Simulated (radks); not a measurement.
Excited configurations of Rb III: one electron is placed in a higher orbital outside [Ar] 3d10 4s2 4p4. The ground configuration is [Ar] 3d10 4s2 4p5. All-electron calculation, scalar-relativistic Kohn-Sham, SCAN, spin-polarised, spherical densities, finite nucleus; open shells are filled with parallel spins first (spin-orbit coupling, left out, can overturn this in heavy ions); meta-GGA in the generalised Kohn-Sham scheme; Fermi nuclear charge, rms radius 4.2036 fm. Program: a radial shooting solver on a logarithmic mesh with Libxc functionals. Excitation = E - E(ground); binding = E(ion) - E, where the ion is the core of charge +3; n* = 3/sqrt(2 binding) in atomic units, and the quantum defect is n - n*.

outer orbital  excitation (eV)  binding (eV)     n*  quantum defect  eigenvalue (eV)  <r> (bohr)
4d                      20.501        19.005  2.538           1.462          -14.736       2.384
4f                      31.632         7.874  3.943           0.057           -6.261       5.545
5f                      34.285         5.221  4.843           0.157           -4.348       9.657
6p                      31.568         7.938  3.928           2.072           -6.881       7.587
6d                      33.752         5.754  4.613           1.387           -4.928       9.892
6f                      35.834         3.672  5.775           0.225           -3.122       14.81

Estimate the row for 5d.

Answer. excitation (eV) 30.141; binding (eV) 9.365; n* 3.616; quantum defect 1.384; eigenvalue (eV) -7.844; <r> (bohr) 5.743. The Delta-SCF ionisation energy is 39.506 eV (NIST Atomic Spectra Database: 39.247 eV, semi-empirical). Self-interaction in the functional shifts the binding energies and quantum defects, so they are the method's values and not measured ones. Open shells are spherical and high-spin; term and fine-structure splittings are not resolved.
